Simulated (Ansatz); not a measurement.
One change: `CN([SiH2]F)[SiH2]F` becomes `CN([SiH2]F)[SiH](O)O`.

Ansatz, PBE0-D4/def2-TZVP geometries, multiplicity 1. Each molecule was computed in one conformer, which needn't be the lowest.

| property | `CN([SiH2]F)[SiH2]F` |
| --- | --- |
| HOMO–LUMO gap (ωB97M-V/def2-TZVPP) / eV | 12.41 |
| LUMO energy (PBE/def2-TZVPP) / eV | -0.45 |
| LUMO energy (ωB97M-V/def2-TZVPP) / eV | 2.00 |
| HOMO–LUMO gap (PBE0/def2-TZVPP) / eV | 8.47 |
| HOMO energy (B3LYP/def2-TZVPP) / eV | -7.83 |
| HOMO energy (ωB97M-V/def2-TZVPP) / eV | -10.41 |

Problem. What does the change do to each property? (An estimate is asked.)

Solution. Computed: 
```csv
property,`CN([SiH2]F)[SiH](O)O`,shift
HOMO–LUMO gap (ωB97M-V/def2-TZVPP) / eV,11.99,-0.42
LUMO energy (PBE/def2-TZVPP) / eV,-0.48,-0.03
LUMO energy (ωB97M-V/def2-TZVPP) / eV,2.04,0.04
HOMO–LUMO gap (PBE0/def2-TZVPP) / eV,8.03,-0.44
HOMO energy (B3LYP/def2-TZVPP) / eV,-7.39,0.44
HOMO energy (ωB97M-V/def2-TZVPP) / eV,-9.95,0.46
```

B3LYP here is the variant with VWN-RPA as its local correlation; programs differ in this.
